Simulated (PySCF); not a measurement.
# Electron correlation in Tl⁻ (thallium, charge -1)

[Xe] 4f14 5d10 6s2 6p2, high-spin 3P determinant. All numbers are calculated (PySCF 2.14, scalar relativity through the core potential, in aug-cc-pwCVTZ-PP with ECP60MDF (8s7p6d4f1g, 96 functions)). Frozen: 5s2 5p6 5d10; 4 electrons correlated.

MP2 pair energies summed by pair of shells (mhartree):

```json
{"pair": "6s-6p", "energy": "-18.49", "share (%)": "50.3"}
{"pair": "6s-6s", "energy": "-14.53", "share (%)": "39.5"}
{"pair": "6p-6p", "energy": "-3.76", "share (%)": "10.2"}
```

Total MP2 correlation energy: -36.79 mhartree.

Same-spin part -8.20 and opposite-spin part -28.58 mhartree; SCS-MP2 scales them by 1/3 and 6/5 to -37.03 mhartree.

Spin-orbit coupling is strong in this species, so the high-spin LS determinant is a model state.
